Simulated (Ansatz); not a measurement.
(LiH)4 cube (Li4H4). The state is a singlet with charge 0. Geometry PBE-D4/def2-TZVP, basis def2-TZVP, Ansatz.

```
run  HOMO (eV)  LUMO (eV)
  A      -6.64       0.18
  B      -6.09      -0.57
  C      -5.71      -0.62
  D      -6.49      -0.27
  E      -5.34      -0.80
  F      -8.90       1.04
```

HSE06 is defined as in plane-wave codes, on full-range PBE exchange.

The runs used B97M-V, HSE06, PBE, PBE0, r2SCAN0, ωB97X-V. Estimate which is which.

A r2SCAN0 (25 % exact exchange); B HSE06 (range-separated); C B97M-V (0 % exact exchange); D PBE0 (25 % exact exchange); E PBE (0 % exact exchange); F ωB97X-V (range-separated). Exact exchange lowers occupied and raises empty levels; among semilocal functionals meta-GGAs tend to open the gap a little, and such runs are hard to tell apart. The gap grows from 4.54 eV (PBE) to 9.94 eV (ωB97X-V).
